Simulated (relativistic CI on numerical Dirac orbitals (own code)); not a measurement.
**Ligand-field terms of d7**

Computed with a parametric ligand-field model of a d^n configuration (Racah B and C, spin-orbit zeta, crystal field), exact diagonalisation.

Field parameters in Wybourne normalisation: D3d B²₀ = −7Dσ, B⁴₀ = −14Dq − 21Dτ, B⁴₃ = −14√(10/7) Dq; Oh B⁴₀ = 21Dq, B⁴₄ = √(5/14) B⁴₀; Td as Oh with Dq negative (B⁴₀ = 21Dq, B⁴₄ = √(5/14) B⁴₀). The field is a parameter set, without covalency.

Problem. Ground term and bands for B = 580, C = 2380, ζ = 0 cm⁻¹, Oh, 10Dq = 31850 cm⁻¹?

Solution. Ground term 2E with 1.01 electrons in the two orbitals of the cubic e set. Spin-allowed: 2T1 29941 cm⁻¹ (334 nm), 2T2 30536 cm⁻¹ (327 nm), 2T1 34136 cm⁻¹ (293 nm), 2T2 44107 cm⁻¹ (227 nm). Lowest spin-forbidden: 4T1 20205 cm⁻¹ (495 nm), 4T2 50639 cm⁻¹ (197 nm), 4T1 57923 cm⁻¹ (173 nm).

Problem. Ground term and bands for B = 810, C = 4120, ζ = 0 cm⁻¹, Td, 10Dq = -3800 cm⁻¹?

Solution. Ground term 4A2 with 4.00 electrons in the two orbitals of the cubic e set. Spin-allowed: 4T2 3800 cm⁻¹ (2632 nm), 4T1 6611 cm⁻¹ (1513 nm), 4T1 16939 cm⁻¹ (590 nm). Lowest spin-forbidden: 2E 17341 cm⁻¹ (577 nm), 2T1 17849 cm⁻¹ (560 nm), 2A1 19400 cm⁻¹ (515 nm). With an A2 ground term the first spin-allowed band lies at |10Dq| itself.

Problem. A d7 ion in Oh symmetry has the ground term 4T1 and bands at 4T2 3555 cm⁻¹ (2813 nm), 2E 4369 cm⁻¹ (2289 nm), 4A2 7655 cm⁻¹ (1306 nm), 2T1 7659 cm⁻¹ (1306 nm), 2T2 7772 cm⁻¹ (1287 nm), 4T1 10060 cm⁻¹ (994 nm). Which parameters reproduce them?

Solution. B = 470, C = 1720, ζ = 0 cm⁻¹, Oh, 10Dq = 4100 cm⁻¹.

Problem. Ground term and bands for B = 370, C = 1330, ζ = 0 cm⁻¹, D3d, 10Dq = 11850, Dσ = -1200, Dτ = -140 cm⁻¹?

Solution. Ground term 2E with 1.05 electrons in the two orbitals of the cubic e set. Spin-allowed: 2A2 8124 cm⁻¹ (1231 nm), 2E 9001 cm⁻¹ (1111 nm), 2A1 10772 cm⁻¹ (928 nm), 2E 12022 cm⁻¹ (832 nm). Lowest spin-forbidden: 4A2 2250 cm⁻¹, 4E 6070 cm⁻¹ (1647 nm), 4A1 13962 cm⁻¹ (716 nm).

Problem. Ground term and bands for B = 810, C = 3150, ζ = 0 cm⁻¹, Td, 10Dq = -3800 cm⁻¹?

Solution. Ground term 4A2 with 4.00 electrons in the two orbitals of the cubic e set. Spin-allowed: 4T2 3800 cm⁻¹ (2632 nm), 4T1 6611 cm⁻¹ (1513 nm), 4T1 16939 cm⁻¹ (590 nm). Lowest spin-forbidden: 2E 14378 cm⁻¹ (695 nm), 2T1 14939 cm⁻¹ (669 nm), 2A1 16490 cm⁻¹ (606 nm). With an A2 ground term the first spin-allowed band lies at |10Dq| itself.
